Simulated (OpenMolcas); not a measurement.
Ir5+ among 6 point charges of -1.7 e arranged as an octahedron (Oh), 2.07 Å from the ion.
```
   2.0700    0.0000    0.0000  -1.70
   0.0000    2.0700    0.0000  -1.70
  -2.0700    0.0000    0.0000  -1.70
   0.0000   -2.0700    0.0000  -1.70
   0.0000    0.0000    2.0700  -1.70
   0.0000    0.0000   -2.0700  -1.70
```

```yaml
Program: OpenMolcas
Method: CASSCF
Basis: ANO-RCC-VDZP [7s6p4d2f]
Scalar_Hamiltonian: DKH2, point nucleus
Active_space: 4 electrons in 5 orbitals (5d)
State_averaging: 2S+1 = 5 even, 5 roots; 2S+1 = 3 even, 45 roots; 2S+1 = 1 even, 50 roots
Spin-orbit_coupling: state interaction with AMFI integrals over the reference wave functions
```

Problem. What is the spin-free ground state (labels of O, the rotations of Oh)?

Solution. 5E, 2-fold in its orbital part, 100 % from free-ion D terms; it has the highest spin that d4 allows.

Problem. Where is the first state of the same spin?

Solution. 5T2 at 5780 cm-1 above the ground state.

Problem. What are the lowest two levels with spin-orbit coupling?

Solution. A 1-fold level A1, then a 3-fold level T1 5511 cm-1 above it. Their leading multiplicities are 5 (63 %) and 5 (83 %).

Problem. What is χT at 300 K?

Solution. 0.05 cm3 K/mol.

Problem. Which ligand-field parameters describe the states?

Solution. A least-squares ligand-field fit to the states below 45000 cm-1, each weighted by its degeneracy and with a free common offset, gives 10Dq = 6009 cm-1, B = 939 cm-1 and C = 3907 cm-1 (C/B = 4.16), with an rms deviation of 64 cm-1. 

Spin-orbit coupling mixes the spin-free states strongly: the lowest level takes only 37 % from its leading state, 5E. Without dynamic correlation the repulsion within the d shell is too large (B by tens of per cent), so at a given field states of lower spin stand too high. Point charges give a weaker field than real ligands, and real ions of this kind are as a rule low spin; the high spin found here belongs to the model. This field is weak: 10Dq is about 6009 cm-1, while octahedral complexes of 5d ions of charge 3 and more, computed by the same method with explicit ligands, had a median near 35000 cm-1. Ground spin and moment need not be those of a real site. Point charges carry no covalency, so the field is a model and not that of real ligands. No measured value stands beside these numbers.
